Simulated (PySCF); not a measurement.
C₄H₂Cl₂Si, SMILES C#C[Si](Cl)(Cl)C#C.

The structure is a stationary point at PBE0-D3(BJ)/def2-SVP.

Calculation: CAM-B3LYP/def2-TZVP (PySCF).

Gas-phase values at a fixed geometry.

```json
{
 "total_energy": "-1363.55143 hartree",
 "point_group": "C2v",
 "highest_occupied_level": "-9.93 eV",
 "lowest_empty_level": "-0.14 eV",
 "orbital_gap": "9.79 eV",
 "dipole_moment": "2.23 D",
 "quadrupole, principal values (traceless, Buckingham form, about the centre of nuclear charge)": "-11.02, -0.11, 11.13 D·Å",
 "mean_static_polarisability": "86.4 bohr³ (12.80 Å³)",
 "polarisability_principal_values": "72.9, 85.3, 100.9 bohr³"
}
```
